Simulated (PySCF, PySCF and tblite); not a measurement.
A run on one conformer of C5H11BO3S, numbered as in [O:1]=[S@:2]1[CH2:3][CH2:4][C@@H:5]([B:6]([OH:7])[OH:8])[CH2:9][CH2:10]1, from an ensemble study. The sound level was PBE0/6-31G* on GFN2-xTB geometries.

Input:

```
{"job": {"xc": "PBE0", "basis": "MINI", "kind": "nmr", "pop": false}, "charge": 0, "multiplicity": 1}
O     -1.654457     0.842101     2.109695
S     -2.361227     0.564651     0.854762
C     -1.421526     1.470648    -0.460124
C      0.063736     1.237487    -0.272170
C      0.473304    -0.219539    -0.534809
B      2.071779    -0.388056    -0.391640
O      2.774850    -0.794484    -1.465020
O      2.739328    -0.138610     0.762814
C     -0.252353    -1.161289     0.437826
C     -1.759744    -1.097319     0.299186
H     -1.789904     1.113518    -1.419000
H     -1.671410     2.524987    -0.344408
H      0.310263     1.509636     0.758532
H      0.625736     1.898455    -0.936563
H      0.173154    -0.481424    -1.554524
H      3.718094    -0.874696    -1.313021
H      2.213182     0.149209     1.507635
H      0.088102    -2.186553     0.273636
H     -0.006146    -0.887598     1.468172
H     -2.098729    -1.234245    -0.725019
H     -2.244953    -1.829933     0.943569
```

Command: OMP_NUM_THREADS=1 python ens_run.py task.json out

Output:

```
coarse grid: 18224 points
cycle   1  E = -839.5314790770  dE =  2.150e+00  |g| = 8.246e-01  |ddm| = 6.925e+00
cycle   2  E = -837.5155279221  dE =  2.016e+00  |g| = 2.748e+00  |ddm| = 6.282e+00
cycle   3  E = -839.7587037795  dE = -2.243e+00  |g| = 4.119e-01  |ddm| = 5.295e+00
cycle   4  E = -839.8093889412  dE = -5.069e-02  |g| = 1.179e-01  |ddm| = 8.743e-01
cycle   5  E = -839.8139090717  dE = -4.520e-03  |g| = 2.240e-02  |ddm| = 2.186e-01
cycle   6  E = -839.8140692480  dE = -1.602e-04  |g| = 5.952e-03  |ddm| = 3.939e-02
cycle   7  E = -839.8140806608  dE = -1.141e-05  |g| = 2.012e-03  |ddm| = 1.261e-02
cycle   8  E = -839.8140819163  dE = -1.255e-06  |g| = 3.736e-04  |ddm| = 4.121e-03
final grid: 171712 points
cycle   9  E = -839.8455039641  dE = -1.907e-05  |g| = 5.665e-03  |ddm| = 2.632e-02
cycle  10  E = -839.8454916222  dE =  1.234e-05  |g| = 8.275e-03  |ddm| = 2.579e-02
cycle  11  E = -839.8455127180  dE = -2.110e-05  |g| = 2.447e-03  |ddm| = 1.993e-02
cycle  12  E = -839.8455148238  dE = -2.106e-06  |g| = 1.012e-04  |ddm| = 4.921e-03
cycle  13  E = -839.8455148272  dE = -3.382e-09  |g| = 4.514e-05  |ddm| = 2.485e-04
cycle  14  E = -839.8455148278  dE = -6.116e-10  |g| = 9.712e-06  |ddm| = 8.098e-05
converged SCF energy = -839.8455148278

GIAO shielding tensors (ppm)
atom      isotropic    diamagn.    paramagn.     s11        s22        s33       span
  0 O      264.166     388.085    -123.919   -159.792    393.689    558.600    718.392
  1 S      567.803    1044.343    -476.541    331.341    478.165    893.902    562.560
  2 C      187.366     233.966     -46.600    172.225    188.170    201.705     29.481
  3 C      204.187     227.717     -23.530    192.547    200.963    219.051     26.505
  4 C      203.897     219.892     -15.995    195.036    202.669    213.986     18.949
  5 B      127.903     190.372     -62.469    119.145    130.364    134.199     15.054
  6 O      281.745     375.580     -93.835    173.436    265.954    405.844    232.408
  7 O      292.434     389.032     -96.598    126.160    309.242    441.899    315.739
  8 C      204.223     227.718     -23.495    192.583    200.995    219.092     26.509
  9 C      187.372     233.963     -46.591    172.213    188.180    201.722     29.510
 10 H       28.999      24.753       4.245     24.977     25.864     36.156     11.179
 11 H       28.877      28.296       0.581     22.634     25.668     38.328     15.694
 12 H       29.809      20.622       9.187     25.464     29.048     34.914      9.450
 13 H       29.358      25.576       3.782     21.030     27.747     39.297     18.267
 14 H       29.404      23.315       6.089     23.909     27.447     36.857     12.947
 15 H       26.158      25.971       0.187     20.547     20.892     37.035     16.489
 16 H       26.289      23.004       3.285     20.232     26.494     32.141     11.909
 17 H       29.363      25.574       3.789     21.037     27.752     39.301     18.264
 18 H       29.812      20.616       9.196     25.463     29.062     34.912      9.449
 19 H       28.997      24.753       4.245     24.976     25.859     36.157     11.181
 20 H       28.879      28.292       0.586     22.636     25.667     38.333     15.697
```

**Question.** What is wrong with this calculation?

**Answer.** The setting at fault: minimal or split-valence basis without polarisation functions. The run converged.
